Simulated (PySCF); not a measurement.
# In³⁷⁺: ionisation energy

In³⁷⁺ [Ne] 3s2 (1S) → In³⁸⁺ [Ne] 3s1 (2S), as a difference of total energies. Computed with PySCF 2.14 in an uncontracted even-tempered set (18 s from 6.6 bohr⁻², ratio 2.5; 12 p from 8.6 bohr⁻², ratio 2.5; 4 d from 32 bohr⁻², ratio 2.7; 4 f from 48 bohr⁻², ratio 2.7), with scalar relativity by spin-free X2C-1e. Correlated levels: outer shells: 1s2 frozen; virtual orbitals above 40 to 60 times the deepest correlated orbital energy dropped. The calculations carry no spin-orbit coupling.

```
                method  ionisation energy (eV)
                   UHF                  2548.2
                   LDA                  2552.2
                   PBE                  2554.1
                  PBE0                  2552.9
                r2SCAN                  2548.3
                B2PLYP                  2552.2
                 TPSSh                  2552.0
    MP2 (outer shells)                  2551.5
SCS-MP2 (outer shells)                  2551.9
```

Question: How much does correlation contribute at MP2 (outer shells)?

Answer: 2551.5 − (2548.2) = 3.3 eV, measured against UHF.

Breit and QED terms and the two-electron picture change are absent.

For comparison: 2555 ± 3 eV (semi-empirical (NIST evaluation); NIST Atomic Spectra Database, ionization energies).
